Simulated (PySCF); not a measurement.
**Unknown compound**

Molecular formula: C₃H₁₃N₃Si₃. Simulated spectra:

¹H NMR (600 MHz, computed): δ 5.66 (m, 1H), 5.60 (m, 2H), 5.49 (m, 2H), 0.60 (m, 2H), 0.23 (m, 2H), -0.39 (m, 1H), -0.46 (br s, 2H), -0.50 (br s, 1H).

¹³C{¹H} NMR (computed): δ 1.4 (CH2), -0.7 (CH).

[PySCF 2.14.0 with density-fitted response routines: geometry from GFN2-xTB; NMR shieldings at PBE0/pcSseg-1/GIAO; non-relativistic; one conformer; in vacuum; equivalent nuclei averaged]

Shifts are taken against calculated references (same method and geometry level): ¹H (σref 31.72) and ¹³C (σref 186.93) vs TMS.

Question: Propose a structure and justify it.

Answer: 
1. Rings plus π bonds: 2 (2 rings in the answer).
2. 2 carbon signals for 3 carbons: some carbons are equivalent by symmetry or fast rotation.
3. Carbon types of the structure: 1 × CH, 2 × CH2, leaving 8 H on heteroatoms.
4. δC 1.4, -0.7: three-membered-ring carbon; carbons of three-membered rings are unusually shielded.
5. δH 5.66: hydrogen on a silicon bonded to C, 2 N, in a 6-membered ring.
6. δH 5.60, 5.49: hydrogen on a silicon bonded to 2 N, in a 6-membered ring.
7. δH 0.60, 0.23, -0.39: hydrogen on a three-membered-ring carbon; cyclopropane-type protons are shielded by the ring.
8. δH -0.46, -0.50: hydrogen on a nitrogen bonded to 2 Si, in a 6-membered ring; exchangeable; this is the value without hydrogen bonding to other molecules.

These data were computed for `C1CC1[SiH]1N[SiH2]N[SiH2]N1`.

The shifts were computed for this structure.

OH/NH shifts are gas-phase values; hydrogen bonding in solution moves them, usually downfield. Shifts are as computed. Against solution values, carbons near 30 ppm lie about +3 ppm off and those near 130 ppm about +5 ppm. Of 1211 compounds with measured shifts, 218 miss one by over three times the rms of a fit or turn the order of signals round; such compounds aren't used in these exercises. No couplings were computed; multiplicities are counted from neighbouring protons, with m where these are inequivalent, close in shift, in a saturated or five-membered ring or joined by F or P, and br s for small geminal =CH2 splittings.
